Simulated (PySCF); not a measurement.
Electronic structure of Si⁺ (silicon, charge +1) at the UHF level

Configuration: [Ne] 3s1 3p2, high-spin 4P determinant (an excited configuration). All numbers are calculated (PySCF 2.14, the spin-free X2C one-electron Hamiltonian (Gaussian nucleus), in x2c-TZVPPall (5s5p3d1f, 42 functions)).

- Total energy: -289.029037 hartree
- One-electron energy: -396.0396 hartree
- Hartree (Coulomb) energy: 127.2535 hartree
- Exchange energy: -20.2430 hartree
- ⟨S²⟩: 3.7501
- ⟨L²⟩: 2.019
- Sum of ⟨r⟩: 11.38 bohr
- Sum of ⟨r²⟩: 21.05 bohr²
- Traceless quadrupole moment −½Σ⟨3z² − r²⟩ along its main axis: 2.93 e·bohr²
- Langevin diamagnetic susceptibility: -16.7 ×10⁻⁶ cm³/mol

```json
{"shell": "1s α", "electrons": "1", "mean orbital energy (eV)": "-1887.9", "spread (eV)": "0", "rms radius, mean of both spins (bohr)": "0.129"}
{"shell": "1s β", "electrons": "1", "mean orbital energy (eV)": "-1887.1", "spread (eV)": "0", "rms radius, mean of both spins (bohr)": "0.129"}
{"shell": "2s α", "electrons": "1", "mean orbital energy (eV)": "-179.24", "spread (eV)": "0", "rms radius, mean of both spins (bohr)": "0.613"}
{"shell": "2s β", "electrons": "1", "mean orbital energy (eV)": "-178.00", "spread (eV)": "0", "rms radius, mean of both spins (bohr)": "0.613"}
{"shell": "2p α", "electrons": "3", "mean orbital energy (eV)": "-126.94", "spread (eV)": "0.390", "rms radius, mean of both spins (bohr)": "0.598"}
{"shell": "2p β", "electrons": "3", "mean orbital energy (eV)": "-125.82", "spread (eV)": "0.520", "rms radius, mean of both spins (bohr)": "0.598"}
{"shell": "3s α", "electrons": "1", "mean orbital energy (eV)": "-27.237", "spread (eV)": "0", "rms radius, mean of both spins (bohr)": "2.20"}
{"shell": "3p α", "electrons": "2", "mean orbital energy (eV)": "-17.586", "spread (eV)": "0", "rms radius, mean of both spins (bohr)": "2.58"}
```

Densities and radii are taken from the X2C orbitals without a picture-change correction, which distorts them close to the nucleus.

Spin-orbit constants ζ (cm⁻¹) from the X2C one-electron operator on these orbitals: bare nucleus, nucleus screened by l(l+1)(2l+1)/3 electrons, and screened by the Breit-Pauli mean field of the electrons.

| shell | bare | screened nucleus | mean field |
| --- | --- | --- | --- |
| 2p | 3894 | 3338 | 3086 |
| 3p | 235.2 | 201.6 | 183.8 |

To first order the Landé constant is A = 61.25 cm⁻¹, so the lowest level has J = 1/2 and lies 0.0190 eV below the centre of the term. This holds in LS coupling only.
